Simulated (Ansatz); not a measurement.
Born–Oppenheimer molecular dynamics of FGeH3 (5 atoms, charge 0, multiplicity 1). It starts at the highest image of a converged band, a first-order saddle point between two minima.

Computed with Ansatz 0.2.0, RKS revPBE/def2-SVP.

* ensemble: NVE (velocity Verlet)
* time step: 0.5 fs
* steps asked: 200
* starting velocities drawn for: 100 K
* seed: 10802

First frame:

```xyz
5
Properties=species:S:1:pos:R:3
Ge -0.278 0.000 0.314
H 0.963 0.000 1.410
F 1.794 0.000 0.435
H -0.581 1.234 -0.614
H -0.581 -1.234 -0.614
```

Question: How far do the bonds stretch over the last three quarters of this one trajectory? (Pairs bonded in most of those frames.)

Answer: 
| bond | mean (Å) | spread (Å) | shortest | longest |
| --- | --- | --- | --- | --- |
| Ge1–H4 | 1.617 | 0.009 | 1.60 | 1.63 |
| Ge1–H5 | 1.618 | 0.010 | 1.60 | 1.64 |
| H2–F3 | 0.948 | 0.041 | 0.88 | 1.03 |

Mean temperature of the second half: 766 K. The conserved energy stayed within 0.37 meV per atom of its start (net change -0.2 meV per atom), so the integration is sound. The kinetic energy rose, since the run started high on the potential surface and went downhill. It ends in pieces (FH + GeH2), so much of that is their flight and rotation, not heat. A run of 0.1 ps of so small a system gives no equilibrium averages. The orbitals stay closed-shell, which can raise the energy where a bond breaks towards radicals; this wasn't checked here.

The run took 3.5 min on 1 thread of Arm Neoverse V1, with other jobs on the host, peak memory 0.097 GiB.
